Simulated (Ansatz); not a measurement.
# Group exchange: C3H8Se + BH2(SH) → Se(CH3)2 + CH5BS

Species: C3H8Se `CC[Se]C`, singlet; BH2(SH), singlet; Se(CH3)2 (dimethyl selenide), singlet; CH5BS `BSC`, singlet. The partners trade CH3 for H: C–CH3 and S–H bonds give way to C–H and S–CH3.

Shapes, held fixed at every level: PBE0-D4/def2-TZVP. Flexible molecules stand in one conformer, not always the lowest. Programs: Ansatz 0.2.0. The zero-point and thermal change to 298 K, harmonic and unscaled (PBE0-D4/def2-TZVP), is +2.4 kJ/mol.

| level | kind | ΔH(298 K) (kJ/mol) | less CCSD(T)/def2-TZVPP |
| --- | --- | --- | --- |
| HF/def2-TZVPP | Hartree–Fock | +10.9 | 0.0 |
| B3LYP-D4/def2-TZVPP | global hybrid | +5.6 | -5.3 |
| BHLYP-D4/def2-TZVPP | global hybrid | +8.5 | -2.4 |
| wB97M-V/def2-TZVPP | range-separated hybrid | +6.9 | -4.0 |
| wB97X-V/def2-TZVPP | range-separated hybrid | +7.4 | -3.5 |
| MP2/def2-SVP | perturbation theory | +21.9 | +11.0 |
| MP2/def2-TZVPP | perturbation theory | +10.5 | -0.4 |
| CCSD(T)/def2-TZVPP | coupled cluster or CI | +10.9 | 0.0 |

The highest level, CCSD(T)/def2-TZVPP, gives ΔH(298 K) = +10.9 kJ/mol; the levels span +5.6 to +21.9. The column of differences is taken from that level and isn't an error. No measured value is set beside it here. Relativity is left out for Se unless named. Correlated rows may include outer-core shells of Se, which these sets cover unevenly.
